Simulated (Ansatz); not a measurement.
The first iterations of a band of H₄O₂Sn (7 atoms, charge 0, multiplicity 1).

Computed with RKS PBE-D4/def2-SVP (Ansatz 0.2.0).

| Item | Value |
| --- | --- |
| movable images | 7 |
| climbing image | yes |
| spring | 2.0 to 10.0 eV/Å², energy-weighted |
| optimiser | quadratic models (default) |
| start path | through a guess of the saddle point |
| force threshold | 0.03 eV/Å |
| iteration limit | 60 |
| end points | relaxed |

Initial state:

```xyz
7
Properties=species:S:1:pos:R:3
Sn 0.283 0.010 0.087
O 0.731 -0.121 2.044
H -0.060 0.089 2.578
H 1.807 -0.302 -0.659
H -0.546 1.471 -0.303
O -1.090 -1.393 -0.355
H -0.716 -2.281 -0.195
```

Final state:

```xyz
7
Properties=species:S:1:pos:R:3
Sn 0.153 0.328 -0.850
O 1.039 -0.015 1.365
H 0.453 -0.844 1.184
H 1.957 -0.348 1.301
H -1.252 1.263 -0.171
O -0.509 -1.502 0.032
H -1.433 -1.409 0.336
```

| iteration | highest image above the first end (eV) | largest band force component (eV/Å) |
| --- | --- | --- |
| 1 | 3.970 | 10.168 |
| 2 | 2.720 | 2.144 |
| 3 | 1.998 | 1.182 |
| 4 | 1.802 | 0.893 |
| 5 | 1.749 | 1.062 |
| 6 | 1.696 | 0.798 |

Q: Does the band converge within its limit, and where does its top end?

A: The run converged. It ended after 18 iterations with the highest image 1.607 eV above the first end. The order of the stationary point at the top wasn't checked. The orbitals stay closed-shell, which can raise the energy where a bond breaks towards radicals; this wasn't checked here.

The run took 6.3 min on 1 thread of Arm Neoverse N1, on a shared host, peak memory 0.14 GiB.
